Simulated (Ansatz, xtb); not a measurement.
# Two structures of GaH3NSi2

Structure I: a doublet given by its coordinates. Structure II: a doublet given by its coordinates. Both are isolated molecules in the gas phase, relaxed with PBE0-D3(BJ)/def2-SVP.

I (Å):

```xyz
7

Ga    0.4690    1.5931    0.4867
N    -1.4950    1.0228    0.5089
Si   -2.0666    2.5952    0.7300
Si   -2.1979   -0.5719    0.3454
H    -3.6911   -0.5119    0.4223
H    -1.6920   -1.4649    1.4327
H    -1.8035   -1.1695   -0.9673
```

Close contacts (Å): Ga1–N2 2.05, Ga1–Si3 2.74, N2–Si3 1.69, N2–Si4 1.75, Si4–H5 1.50, Si4–H6 1.50, Si4–H7 1.50.

II (Å):

```yaml
atoms:
  - { symbol: Ga, position_ang: [-2.7371, -0.5320, -1.0111] }
  - { symbol: N, position_ang: [-2.9579, 1.2519, -0.2316] }
  - { symbol: Si, position_ang: [-1.6396, 1.6467, 0.7858] }
  - { symbol: Si, position_ang: [-0.9127, -0.6693, 0.7718] }
  - { symbol: H, position_ang: [-3.6556, 1.9462, -0.4964] }
  - { symbol: H, position_ang: [0.5325, -1.0068, 0.5586] }
  - { symbol: H, position_ang: [-1.3664, -1.3915, 2.0089] }
```

Close contacts (Å): Ga1–N2 1.96, Ga1–Si4 2.55, N2–Si3 1.71, Si3–Si4 2.43, N2–H5 1.02, Si4–H6 1.50, Si4–H7 1.50.

Quicker runs give these differences E(II) − E(I): GFN2-xTB +23.6 kcal/mol; HF/STO-3G +39.1 kcal/mol (at GFN2-xTB geometries); r2SCAN-D4/def2-SVP +15.1 kcal/mol (at GFN2-xTB geometries).

Task: Estimate E(II) − E(I) at the level CCSD(T)/def2-SVP.

Result: Calculated at CCSD(T)/def2-SVP: E(II) − E(I) = +16.1 kcal/mol, so structure I lies lower.

The same difference at several levels:

| level | geometry | E(II) − E(I) (kcal/mol) | departure from the last row (kcal/mol) | job, with rough time for the two |
| --- | --- | --- | --- | --- |
| GFN2-xTB | GFN2-xTB | +23.6 | +7.5 | optimisation, 0.74 s |
| HF/STO-3G | GFN2-xTB | +39.1 | +23.0 | single point, 26 s |
| r2SCAN-D4/def2-SVP | GFN2-xTB | +15.1 | −1.0 | single point, 8.4 s |
| PBE0-D3(BJ)/def2-SVP | PBE0-D3(BJ)/def2-SVP | +8.7 | −7.4 | optimisation, 4.1 min |
| HF/def2-SVP | PBE0-D3(BJ)/def2-SVP | +23.2 | +7.1 | part of the CCSD(T) run |
| MP2/def2-SVP | PBE0-D3(BJ)/def2-SVP | +18.4 | +2.3 | part of the CCSD(T) run |
| CCSD(T)/def2-SVP | PBE0-D3(BJ)/def2-SVP | +16.1 |  | single point, 44 s |

The levels shown agree on the order. The largest departure from CCSD(T)/def2-SVP is that of HF/STO-3G, 23.0 kcal/mol.

With harmonic frequencies from PBE0-D3(BJ)/def2-SVP (ideal gas, rigid rotor, one conformer each, 298.15 K, 1 atm): the zero-point term adds +0.9 kcal/mol; ΔH is +16.9 and ΔG +17.9 kcal/mol.

Open shells are spin-unrestricted, with notable spin contamination under HF/STO-3G, HF/def2-SVP, MP2/def2-SVP, CCSD(T)/def2-SVP. The correlated steps freeze 20 core orbitals; the filled d shell of Ga is correlated, in a basis made for valence electrons. Mirror images aren't counted in ΔG. Programs: Ansatz 0.2.0, xtb 6.7.1; the last row on 2 threads of Intel(R) Xeon(R) Platinum 8259CL CPU @ 2.50GHz (Skylake/Cascade Lake) on a shared host.
